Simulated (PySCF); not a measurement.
C5HF3N (charge -1).
Atom-mapped SMILES: `[CH:1]#[C:2][C-:3]([C:4]#[N:5])[C:6]([F:7])([F:8])[F:9]` (hydrogens: H10 on C1)

Structure used (GFN2-xTB), in Å, numbered top down from 1:
```xyz
10
C5HF3N angstrom
C      2.416   -0.086   -0.200
C      1.228    0.123   -0.171
C     -0.150    0.358   -0.129
C     -0.645    1.631    0.033
N     -1.044    2.712    0.176
C     -1.051   -0.761   -0.285
F     -0.865   -1.808    0.608
F     -0.967   -1.444   -1.501
F     -2.362   -0.459   -0.176
H      3.449   -0.262   -0.231
```

Computed at PBE0/pcSseg-1 (PySCF, non-relativistic), with Q(14N) = 0.02044 b: N5, 14N (I = 1): χzz = 3.583 MHz, η = 0.923.

(1) Where would the pure quadrupole (NQR) lines of 14N at N5 fall for the rigid, isolated species?

Results:

(1) From ν± = (3/4)|χ|(1 ± η/3) and ν0 = |χ|η/2: ν+ 3.515 MHz, ν− 1.860 MHz, ν0 1.654 MHz (nitrogen bonded to C).

In a crystal, neighbours and librations shift these lines. The pcSseg-1 basis has no diffuse functions, a weakness for an anion. GFN2-xTB bond lengths can be off by several hundredths of an ångström, more for odd bonds, and the gradients follow them. The small basis limits the accuracy of the gradients.
